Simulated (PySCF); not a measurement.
# Two-component Hartree-Fock for Eu(57+) (europium, charge +57)

Start: [He] 2s2 2p2; 2p1/2 filled at m_j = -1/2, +1/2. Calculated with PySCF 2.14 in an uncontracted even-tempered set (17 s from 38 bohr⁻², ratio 2.4; 13 p from 50 bohr⁻², ratio 2.4; 5 d from 160 bohr⁻², ratio 2.6; 4 f from 250 bohr⁻², ratio 2.6): generalised Hartree-Fock with the X2C-1e Hamiltonian and a Gaussian nucleus; one run each with spin-orbit coupling (SO) switched off, then screened by Boettger's factors.

| spinor shell | electrons | ε, spin-free (eV) | ε, screened SO (eV) | weight of nominal j (screened SO) | rms radius, screened SO (bohr) |
| --- | --- | --- | --- | --- | --- |
| 1s1/2 | 2 | -54431.9 | -54392.1 | 1.000 | 0.0253 |
| 2s1/2 | 2 | -12958.2 | -12946.0 | 1.000 | 0.0988 |
| 2p1/2 | 2 | -12278.1 | -12736.9 | 1.000 | 0.0837 |

```json
{"quantity": "E (hartree)", "spin-free": "-6072.57721", "screened SO": "-6107.94804"}
{"quantity": "M_J", "spin-free": "0", "screened SO": "0"}
{"quantity": "⟨J²⟩", "spin-free": "2.000", "screened SO": "0.000"}
{"quantity": "⟨L²⟩", "spin-free": "2.000", "screened SO": "1.333"}
{"quantity": "⟨S²⟩", "spin-free": "2.000", "screened SO": "1.333"}
```

Breit and QED terms are absent; they matter most for the inner s and p1/2 levels.

Densities and radii are taken from the X2C orbitals without a picture-change correction, which distorts them close to the nucleus.

Without spin-orbit coupling the j labels of p, d and f shells carry no meaning; the spin-free column gives the mean over the occupied spinors of each nl shell.
